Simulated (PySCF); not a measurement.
HNaO, singlet, geometry from GFN2-xTB (such geometries of metal compounds can be far from the true shape); B3LYP/6-311G** in PySCF.

Input for PySCF:
```python
from pyscf import gto, scf, dft

mol = gto.M(
    atom='''
Na   -0.607087   -0.345670   -0.499162
O     0.685963    0.344731    0.564711
H     1.190254    1.044526    0.973099
''',
    basis='6-311g**',
    charge=0,
    spin=0,
    verbose=4,
)

mf = dft.UKS(mol)
mf.xc = 'b3lyp'
mf.kernel()
mf.analyze()
```

Output, abridged:

```
PySCF version 2.14.0

[INPUT] verbose = 4
[INPUT] num. atoms = 3
[INPUT] num. electrons = 20
[INPUT] charge = 0
[INPUT] spin (= nelec alpha-beta = 2S) = 0
[INPUT] symmetry False subgroup None
[INPUT] Mole.unit = angstrom
[INPUT] Symbol           X                Y                Z      unit          X                Y                Z       unit  Magmom
[...]
nuclear repulsion = 32.2966535607174
number of shells = 24
number of NR pGTOs = 84
number of NR cGTOs = 50
basis = 6-311g**
ecp = {}

******** <class 'pyscf.dft.uks.UKS'> ********
method = UKS
initial guess = minao
damping factor = 0
level_shift factor = 0
DIIS = <class 'pyscf.scf.diis.CDIIS'>
diis_start_cycle = 1
diis_space = 8
diis_damp = 0
SCF conv_tol = 1e-09
SCF conv_tol_grad = None
SCF max_cycles = 50
direct_scf = True
direct_scf_tol = 1e-13
number electrons alpha = 10  beta = 10
XC library pyscf.dft.libxc version 7.1.2
    S. Lehtola, C. Steigemann, M. J. T. Oliveira, and M. A. L. Marques,  SoftwareX 7, 1–5 (2018)
XC functionals = b3lyp
    P. J. Stephens, F. J. Devlin, C. F. Chabalowski, and M. J. Frisch,  J. Phys. Chem. 98, 11623 (1994)
radial grids:
    Treutler-Ahlrichs [JCP 102, 346 (1995); DOI:10.1063/1.469408] (M4) radial grids

becke partition: Becke, JCP 88, 2547 (1988); DOI:10.1063/1.454033
pruning grids: <function nwchem_prune>
grids dens level: 3
symmetrized grids: False
atomic radii adjust function: <function treutler_atomic_radii_adjust>
small_rho_cutoff = 0
Set gradient conv threshold to 3.16228e-05
tot grids = 41992
init E= -237.974584566424
cycle= 1 E= -237.906170368399  delta_E= 0.0684  |g|= 0.794  |ddm|= 0.768
cycle= 2 E= -233.226529697781  delta_E= 4.68  |g|= 2.07  |ddm|= 2.19
cycle= 3 E= -238.074068729561  delta_E= -4.85  |g|= 0.386  |ddm|= 2.13
cycle= 4 E= -238.144594847453  delta_E= -0.0705  |g|= 0.0696  |ddm|= 0.292
cycle= 5 E= -238.146895587024  delta_E= -0.0023  |g|= 0.00989  |ddm|= 0.0757
cycle= 6 E= -238.146928805109  delta_E= -3.32e-05  |g|= 0.00381  |ddm|= 0.0101
cycle= 7 E= -238.146932266583  delta_E= -3.46e-06  |g|= 0.00172  |ddm|= 0.00183
cycle= 8 E= -238.146933232145  delta_E= -9.66e-07  |g|= 0.000528  |ddm|= 0.000885
cycle= 9 E= -238.146933345977  delta_E= -1.14e-07  |g|= 9.14e-06  |ddm|= 0.000386
cycle= 10 E= -238.146933346054  delta_E= -7.65e-11  |g|= 2.84e-06  |ddm|= 1.7e-05
Extra cycle  E= -238.146933346055  delta_E= -9.09e-13  |g|= 3.54e-06  |ddm|= 4.78e-06
converged SCF energy = -238.146933346055  <S^2> = 1.4850343e-12  2S+1 = 1
**** SCF Summaries ****
[...]
Total Energy =                        -238.146933346054851
[...]

 ** Mulliken spin pop alpha/beta on meta-lowdin orthogonal AOs **
 ** Mulliken Spin Density (per AO)  **
spin_pop of  0 Na 1s       -0.00000
spin_pop of  0 Na 2s       -0.00000
spin_pop of  0 Na 3s       -0.00000
spin_pop of  0 Na 4s       -0.00000
spin_pop of  0 Na 5s       -0.00000
spin_pop of  0 Na 6s       -0.00000
spin_pop of  0 Na 2px       0.00000
spin_pop of  0 Na 2py      -0.00000
spin_pop of  0 Na 2pz      -0.00000
spin_pop of  0 Na 3px      -0.00000
spin_pop of  0 Na 3py      -0.00000
spin_pop of  0 Na 3pz      -0.00000
spin_pop of  0 Na 4px      -0.00000
spin_pop of  0 Na 4py      -0.00000
spin_pop of  0 Na 4pz      -0.00000
spin_pop of  0 Na 5px      -0.00000
spin_pop of  0 Na 5py      -0.00000
spin_pop of  0 Na 5pz      -0.00000
spin_pop of  0 Na 6px      -0.00000
spin_pop of  0 Na 6py      -0.00000
spin_pop of  0 Na 6pz      -0.00000
spin_pop of  0 Na 3dxy     -0.00000
spin_pop of  0 Na 3dyz     -0.00000
spin_pop of  0 Na 3dz^2    -0.00000
spin_pop of  0 Na 3dxz     -0.00000
spin_pop of  0 Na 3dx2-y2   -0.00000
spin_pop of  1 O 1s       -0.00000
spin_pop of  1 O 2s        0.00000
spin_pop of  1 O 3s       -0.00000
spin_pop of  1 O 4s       -0.00000
spin_pop of  1 O 2px       0.00000
spin_pop of  1 O 2py       0.00000
spin_pop of  1 O 2pz       0.00000
spin_pop of  1 O 3px      -0.00000
spin_pop of  1 O 3py      -0.00000
spin_pop of  1 O 3pz      -0.00000
spin_pop of  1 O 4px      -0.00000
spin_pop of  1 O 4py      -0.00000
spin_pop of  1 O 4pz      -0.00000
spin_pop of  1 O 3dxy      0.00000
spin_pop of  1 O 3dyz      0.00000
spin_pop of  1 O 3dz^2     0.00000
spin_pop of  1 O 3dxz      0.00000
spin_pop of  1 O 3dx2-y2    0.00000
spin_pop of  2 H 1s       -0.00000
spin_pop of  2 H 2s        0.00000
spin_pop of  2 H 3s        0.00000
spin_pop of  2 H 2px      -0.00000
spin_pop of  2 H 2py      -0.00000
spin_pop of  2 H 2pz      -0.00000
 ** Mulliken Spin Density (per atom)  **
spin density of  0 Na =     -0.00000
spin density of  1 O =      0.00000
spin density of  2 H =     -0.00000
 ** Mulliken pop alpha/beta on meta-lowdin orthogonal AOs **
 ** Mulliken pop       alpha | beta **
In total            10.00000 | 10.00000
 ** Mulliken atomic charges   ( Nelec_alpha | Nelec_beta ) **
charge of  0Na =      0.77097  (     5.11451      5.11451 )
charge of  1O =     -1.05430  (     4.52715      4.52715 )
charge of  2H =      0.28333  (     0.35834      0.35834 )
Dipole moment(X, Y, Z, Debye): -3.88565, -1.68173, -3.20290
```
